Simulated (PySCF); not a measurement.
PySCF 2.14 output of an unrestricted BP86 calculation on a single atom or ion in cc-pVTZ-DK, with scalar relativity by spin-free X2C-1e:

```
SCF conv_tol = 1e-09
number electrons alpha = 14  beta = 13
    A. D. Becke.,  Phys. Rev. A 38, 3098 (1988)
    J. P. Perdew.,  Phys. Rev. B 33, 8822 (1986)
cycle= 1 E= -1653.97911014722  delta_E= -0.0137  |g|= 0.19  |ddm|= 0.657
cycle= 2 E= -1653.96600815567  delta_E= 0.0131  |g|= 0.389  |ddm|= 0.198
cycle= 3 E= -1653.98461542399  delta_E= -0.0186  |g|= 0.0236  |ddm|= 0.149
cycle= 4 E= -1653.98470057473  delta_E= -8.52e-05  |g|= 0.000152  |ddm|= 0.00927
cycle= 5 E= -1653.98470058066  delta_E= -5.92e-09  |g|= 1.87e-05  |ddm|= 0.000184
cycle= 6 E= -1653.98470058079  delta_E= -1.29e-10  |g|= 1.18e-06  |ddm|= 2.47e-05
converged SCF energy = -1653.98470058079  <S^2> = 0.75036246  2S+1 = 2.0003624
```

The run itself started from symmetry-adapted Hartree-Fock orbitals and held the occupation by maximum overlap, on a logarithmic radial grid, so the iterations belong to that start.

Question: Which element, charge and spin multiplicity is this?

Answer: Cu(2+) (copper, charge +2), multiplicity 2; the state was [Ar] 3d9, 2D determinant.
